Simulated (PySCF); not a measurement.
A PySCF script (with the pyscf-properties extension) for the NMR shieldings of SMILES S=C(C[S][Al@H-]([S]C)[NH3+])C, C4H12AlNS3, on a GFN2-xTB geometry:

```python
import basis_set_exchange as bse
import numpy as np
from pyscf import gto, dft
from pyscf.prop import nmr

atoms = """
C    -2.789024    0.462787    2.188220
S    -2.751493   -0.648239    0.732215
Al   -1.665704    0.569550   -0.779730
N    -1.104985   -0.967260   -1.996747
S     0.291759    1.472353   -0.110945
C     1.076260   -0.058570    0.612661
C     2.183746   -0.385001   -0.305851
C     3.469443    0.322538   -0.089390
S     2.004810   -1.446309   -1.540413
H    -2.008868    1.218663    2.113509
H    -3.764332    0.937397    2.237023
H    -2.632058   -0.155129    3.067466
H    -2.422346    1.559419   -1.662165
H    -1.696678   -1.785549   -1.849483
H    -1.199180   -0.695714   -2.975328
H    -0.115703   -1.277394   -1.864599
H     1.428379    0.219351    1.605015
H     0.323676   -0.850670    0.675288
H     4.175213    0.113184   -0.889138
H     3.283485    1.395620   -0.031819
H     3.904678    0.015914    0.863740
"""
names = dict.fromkeys(["C", "S", "Al", "N", "H"], "pcSseg-1")
basis = {el: gto.basis.parse(bse.get_basis(n, elements=[el], fmt="nwchem")) for el, n in names.items()}
mol = gto.M(atom=atoms, basis=basis, charge=0, verbose=0)
mf = dft.RKS(mol, xc="PBE0")
mf.grids.level = 2
mf.grids.alignment = dft.numint.BLKSIZE   # the property module wants whole blocks of grid points
mf.conv_tol = 1e-9
mf.kernel()

calc = nmr.RKS(mf)   # GIAO
C = mf.mo_coeff
Co = C[:, mf.mo_occ > 0]
resp = mf.gen_response(singlet=True, hermi=2)
def vind(x):   # induced exchange potential for any number of trial vectors
    d = np.einsum("pi,xij,qj->xpq", C, 2 * x.reshape(-1, C.shape[1], Co.shape[1]), Co, optimize=True)
    return np.einsum("xpq,pi,qj->xij", resp(d - d.transpose(0, 2, 1)), C, Co, optimize=True).ravel()
mo1, _ = nmr.rhf.solve_mo1(calc, with_cphf=vind)
sigma = calc.kernel(mo1)
for i, s in enumerate(sigma):   # ppm
    print("%2d %-2s %9.2f" % (i, mol.atom_pure_symbol(i), np.trace(s) / 3))
```

Problem. What are the results?

Solution. 
```
 0 C     175.71
 1 S     739.51
 2 Al    414.24
 3 N     228.64
 4 S     520.13
 5 C     140.36
 6 C     -95.69
 7 C     144.08
 8 S    -219.90
 9 H      29.40
10 H      29.49
11 H      29.63
12 H      27.41
13 H      30.08
14 H      29.99
15 H      23.50
16 H      27.83
17 H      27.29
18 H      28.52
19 H      28.05
20 H      28.91
```

These numbers come from an equivalent density-fitted implementation of the same equations, which agrees with the script to about 0.01 ppm for H and up to a few tenths of a ppm for heavy atoms, so last digits may differ.

Size and cost of the density-fitted run: 241 basis functions, 80 s wall time on 1 thread of an Arm Neoverse V1, shared host; peak memory 1.1 GiB.
